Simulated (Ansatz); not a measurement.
`[F][GeH2][SiH2]S` + H₂ → `S[SiH2][GeH3]` + H–F  (hydrogenolysis of a Ge–F bond)

Calculated with Ansatz (gas phase, PBE0-D4/def2-TZVP geometries, no zero-point term in ΔE). CBS: MP2 limit from def2 TZ/QZ plus the TZ coupled-cluster correction, frozen cores. This one scheme is used for every species. Functionals use def2-TZVPP. B3LYP here is the variant with VWN-RPA as its local correlation; programs differ in this. For Ge outer-core shells are correlated without core-valence functions, which leaves a few kJ/mol of doubt a bond. Scalar relativity is left out up to krypton. Each species was taken in one conformer, which may not be the lowest.

```csv
level,ΔE (kJ/mol),difference from CCSD(T)/CBS
PBE-D4,27.1,5.9
r2SCAN-D4,33.1,11.9
PBE0-D4,20.8,-0.4
B3LYP-D4,32.6,11.4
ωB97X-V,31.7,10.5
ωB97M-V,28.9,7.7
PBE,26.2,5.0
r2SCAN,32.8,11.6
CCSD(T)/def2-TZVPP,22.6,1.4
MP2/def2-QZVPP,24.9,3.7
CCSD(T)/CBS,21.2,0
```

Largest T1 diagnostic among the species: 0.012.

From PBE to PBE0 (25 % exact exchange), in def2-TZVPP and without D4, ΔE moves by −6.2 kJ/mol. In def2-TZVPP, CCSD(T) changes the Hartree–Fock value by −6.8 kJ/mol (the triples alone add +1.7 kJ/mol) and MP2 by −4.3 kJ/mol.
